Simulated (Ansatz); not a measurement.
Molecule: CHS, net charge 0, doublet state. It need not be the lowest isomer of its formula. 
Coordinates optimised at B3LYP-D3(BJ)/def2-TZVP (Ansatz, a program for electronic structure):
SMILES: [C]S
```xyz
3

S     -0.0500    -0.0191    -0.4147
C     -0.0717    -0.0128     1.2269
H      1.2300     0.3820    -0.7268
```
Charge 0, spin multiplicity 2.

Property: vertical electron affinity (to the triplet state of charge -1; a negative value means that the extra electron is unbound and the number depends on the basis; each state is the SCF solution reached for its spin), in eV. Correlated levels leave the core frozen unless marked. UHF or UKS for open shells. Spin-orbit coupling is left out. Non-relativistic. Anions need diffuse functions: aug- sets have them; def2-D sets add few. Basis-set limits of correlation are two-point, X^-3; Hartree-Fock from the larger set. The bracket is a focal-point correction in the basis named.

```csv
level,program,vertical electron affinity (eV)
HF/def2-SVPD,Ansatz,-0.17
B3LYP/def2-TZVPD,Ansatz,0.36
BHLYP/def2-TZVPD,Ansatz,0.27
CAM-B3LYP/def2-TZVPD,Ansatz,0.40
RI-MP2/aug-cc-pV(Q+d)Z,Ansatz,0.39
SCS-MP2/aug-cc-pV(T+d)Z,Ansatz,0.20
CCSD/def2-TZVPPD,Ansatz,0.19
CCSD/aug-cc-pV(Q+d)Z,Ansatz,0.31
"RI-MP2/CBS(def2-TZVPPD,def2-QZVPPD)+[CCSD(T)-MP2]/def2-SVPD",Ansatz,0.29
"CCSD(T)/CBS(aug-cc-pV(T+d)Z,aug-cc-pV(Q+d)Z)",Ansatz,0.35
```
